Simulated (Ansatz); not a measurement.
`N=C(F)[S][GeH3]`, charge 0, multiplicity 1.

Question: Give a relaxed structure at PBE0-D4/def2-TZVP (Ansatz). (Best estimate.)

Answer: Computed: 
Z-matrix (Å, degrees):
```
Ge
S 1 2.241
H 1 1.531 2 110.1
H 1 1.531 2 110.1 3 123.6
H 1 1.533 2 101.9 3 -118.2
C 2 1.748 1 101.6 3 -61.7
F 6 1.355 2 113.8 1 -0.1
N 6 1.244 2 123.0 1 179.9
H 8 1.017 6 112.2 2 180.0
```
Point group Cs.
This is one stationary point; other conformers may exist.
